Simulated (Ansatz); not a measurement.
`F[CH2][AlH][F]` + dimethylamine → `C[N](C)[AlH][F]` + fluoromethane at 400 K and 1 bar (ligand exchange at the Al–C bond).

Computed with Ansatz on PBE0-D4/def2-TZVP structures; ΔE is electronic, products minus reactants. CCSD(T)/CBS adds triple-zeta CCSD(T) − MP2 to the extrapolated MP2 energy (def2 sets, frozen cores). This one scheme is used for every species. One conformer a species, not always the lowest.

```
          species  CCSD(T)/CBS energy (Eh)  H − E (kJ/mol)  S (J/(mol·K))
 `F[CH2][AlH][F]`               -481.50843           126.0          343.0
            `CNC`               -135.00321           264.6          293.2
`C[N](C)[AlH][F]`               -476.92428           274.8          378.8
             `CF`               -139.63461           117.5          234.3
```

H − E and S are ideal-gas, rigid-rotor, harmonic terms from PBE0-D4/def2-TZVP, for one conformer and one mirror image of each species. 1 Eh = 2625.50 kJ/mol, R = 8.31446 J/(mol·K).

Problem. By hand: ΔE, ΔH, ΔS and ΔG.

Solution. ΔE = (-476.92428) + (-139.63461) − (-481.50843) − (-135.00321) = -0.04725 Eh = -124.1 kJ/mol. Δ(H − E) = 274.8 + 117.5 − 126.0 − 264.6 = 1.7, so ΔH = -122.4 kJ/mol. ΔS = 378.8 + 234.3 − 343.0 − 293.2 = -23.1 J/(mol·K). ΔG = -122.4 − 400 × (-23.1)/1000 = -113.2 kJ/mol.

Problem. By hand: the equilibrium constant, and the temperature at which ΔG would vanish if ΔH and ΔS stayed fixed.

Solution. log₁₀ K = −ΔG/(RT ln 10) = 14.8. ΔG = 0 at ΔH/ΔS = 5299 K, far beyond where these terms or the molecules hold.

ΔH outweighs TΔS. A doubt of 5 kJ/mol in ΔE shifts log₁₀ K by 0.7 here. Other conformers and mirror images would add mixing entropy, several J/(mol·K) or more a flexible species. These are equilibria of isolated gas molecules and say nothing of rates. Largest T1 diagnostic: 0.012 (customary marks: 0.02 for closed shells, 0.045 for open ones).
